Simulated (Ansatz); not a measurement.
Species: BeF (charge 0, doublet). SMILES: [F][Be]
Coordinates optimised at B3LYP-D3(BJ)/def2-TZVP (Ansatz, an electronic-structure program):
```xyz
2

Be     0.0000     0.0000    -0.9505
F      0.0000     0.0000     0.4225
```
Charge 0, spin multiplicity 2.

Parts of the frozen-core correlation energy in def2-SVP (Ansatz, hartree). Frozen orbitals: 2; correlated occupied orbitals by spin: 5 and 4; virtual: 16 and 17. UHF or UKS for open shells. No spin-orbit coupling. Non-relativistic.

| term | value |
|---|---|
| reference (HF) | -114.00714 |
| MP2 opposite-spin | … |
| MP2 same-spin | … |
| CCSD correlation | … |
| (T) | -0.00285 |
| CCSDT minus CCSD(T) | -0.00024 |
| CCSDT(Q) minus CCSD(T) | -0.00072 |
| T1 diagnostic | 0.017 |
| largest doubles amplitude | 0.041 |
| <S^2> of the reference | 0.751 |

Fill in the missing entries.


- MP2 opposite-spin, value: -0.14783
- MP2 same-spin, value: -0.05752
- CCSD correlation, value: -0.20726
